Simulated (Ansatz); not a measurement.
Computed with Ansatz on PBE0-D4/def2-TZVP structures; ΔE is electronic, products minus reactants. CCSD(T)/CBS is the MP2 limit (def2-TZVPP, def2-QZVPP) plus CCSD(T) − MP2 in def2-TZVPP, frozen cores. This one scheme is used for every species. For Se outer-core shells are correlated without core-valence functions, which leaves a few kJ/mol of doubt a bond. Scalar relativity is left out up to krypton. Each species was taken in one conformer, which may not be the lowest.

Reaction (ligand exchange at a B–Se bond): `NB(F)[SeH]` + H₂S → `NB(F)S` + H₂Se

| species | HF/def2-TZVPP energy (Eh) |
| --- | --- |
| `NB(F)[SeH]` | -2580.37936 |
| H₂S | -398.70765 |
| `NB(F)S` | -578.08610 |
| H₂Se | -2401.00417 |

Task: Work out ΔE.

Result: ΔE = (-578.08610) + (-2401.00417) − (-2580.37936) − (-398.70765) = -0.00326 Eh = -2.0 kcal/mol. CCSD(T)/CBS gives -1.0 kcal/mol.

Largest T1 diagnostic among the species: 0.012.

In def2-TZVPP, CCSD(T) changes the Hartree–Fock value by +0.9 kcal/mol (the triples alone add +0.0 kcal/mol) and MP2 by +1.2 kcal/mol.
